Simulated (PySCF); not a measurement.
Ligands exchanged one at a time, Ga SiH3-H. Gas-phase values, no solvent. Strings in code marks are SMILES.

Method: PBE-D3(BJ)/def2-TZVP // PBE0-D3(BJ)/def2-TZVP run with PySCF. Excitations are Tamm–Dancoff values on a coarser integration grid. The basis has no diffuse functions, so Rydberg states are missing or too high.

```csv
species,S1 excitation (TDA) (eV),LUMO (eV),S1 oscillator strength,HOMO–LUMO gap (eV),T1 excitation (TDA) (eV)
0 of 3 SiH3 replaced by H,3.12,-3.38,0.000,2.90,2.62
1 of 3 SiH3 replaced by H (`[SiH3][GaH][SiH3]`),3.37,…,0.000,…,2.79
2 of 3 SiH3 replaced by H (`[GaH2][SiH3]`),…,-2.95,0.004,3.63,3.29
3 of 3 SiH3 replaced by H (`[GaH3]`),–,…,–,4.70,–
```

Task: Complete the blanks.

Result: 
- 1 of 3 SiH3 replaced by H (`[SiH3][GaH][SiH3]`), LUMO (eV): -3.20
- 1 of 3 SiH3 replaced by H (`[SiH3][GaH][SiH3]`), HOMO–LUMO gap (eV): 3.10
- 2 of 3 SiH3 replaced by H (`[GaH2][SiH3]`), S1 excitation (TDA) (eV): 3.90
- 3 of 3 SiH3 replaced by H (`[GaH3]`), LUMO (eV): -2.65
